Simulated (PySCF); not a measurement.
Computed IR spectrum (relative IR intensity) of a molecule C4H6ClF. The structure is a stationary point at PBE0-D3(BJ)/def2-SVP. Other conformers were not sampled. Method: PBE0-D3(BJ)/def2-SVP in PySCF. Frequencies are harmonic and unscaled.

Lines under 2 % of the strongest are left out, and lines within 2 cm⁻¹ are merged.

```
ν (cm⁻¹)  relative intensity
--------  ------------------
326                      2.7
388                      2.0
520                       15
644                       26
881                       19
994                      5.5
1037                     4.8
1107                      97
1189                      61
1303                     100
1400                     4.7
1411                      42
1441                      27
1451                     7.2
1459                      17
1804                      48
3059                      29
3061                      13
3137                     5.5
3140                     7.2
3183                      12
3207                     7.8
```

Q: Which molecule gave these data?
(A) C/C(F)=C(\C)Cl
(B) C[C@@H](F)/C=C\Cl
(C) FC1(Cl)CCC1
(D) C[C@]1(F)C[C@H]1Cl

A: A, C/C(F)=C(\C)Cl
